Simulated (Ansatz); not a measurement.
`[F][SnH2][Br]` + `[OH][Ga]([F])[Cl]` → `[OH][SnH2][F]` + `[F][Ga]([Cl])[Br]` at 700 K and 1 bar (redistribution).

Gas-phase electronic energies from Ansatz, PBE0-D4/def2-TZVP geometries. CCSD(T)/CBS is the MP2 limit (def2-TZVPP, def2-QZVPP) plus CCSD(T) − MP2 in def2-TZVPP, frozen cores. Elements past krypton have def2 core potentials. For Br, Ga, Sn outer-core shells are correlated without core-valence functions, which leaves a few kJ/mol of doubt a bond. Scalar relativity is left out up to krypton. Each species was taken in one conformer, which may not be the lowest.

| species | CCSD(T)/CBS energy (Eh) | H − E (kJ/mol) | S (J/(mol·K)) |
| --- | --- | --- | --- |
| `[F][SnH2][Br]` | -2888.40380 | 92.2 | 390.8 |
| `[OH][Ga]([F])[Cl]` | -2559.41427 | 97.5 | 398.6 |
| `[OH][SnH2][F]` | -390.83308 | 129.4 | 387.4 |
| `[F][Ga]([Cl])[Br]` | -5056.97994 | 59.9 | 407.6 |

H − E and S are ideal-gas, rigid-rotor, harmonic terms from PBE0-D4/def2-TZVP, for one conformer and one mirror image of each species. 1 Eh = 2625.50 kJ/mol, R = 8.31446 J/(mol·K).

By hand: ΔE, ΔH, ΔS and ΔG.

ΔE = (-390.83308) + (-5056.97994) − (-2888.40380) − (-2559.41427) = 0.00505 Eh = 13.3 kJ/mol. Δ(H − E) = 129.4 + 59.9 − 92.2 − 97.5 = -0.4, so ΔH = 12.9 kJ/mol. ΔS = 387.4 + 407.6 − 390.8 − 398.6 = 5.6 J/(mol·K). ΔG = 12.9 − 700 × (5.6)/1000 = 9.0 kJ/mol.

By hand: the equilibrium constant, and the temperature at which ΔG would vanish if ΔH and ΔS stayed fixed.

log₁₀ K = −ΔG/(RT ln 10) = -0.7. ΔG = 0 at ΔH/ΔS = 2304 K, though so small a ΔS makes that figure unsure.

The number of gas molecules stays the same, so ΔS is small and ΔH decides. A doubt of 5 kJ/mol in ΔE shifts log₁₀ K by 0.4 here. Other conformers and mirror images would add mixing entropy, several J/(mol·K) or more a flexible species. These are equilibria of isolated gas molecules and say nothing of rates. Largest T1 diagnostic: 0.014 (customary marks: 0.02 for closed shells, 0.045 for open ones).
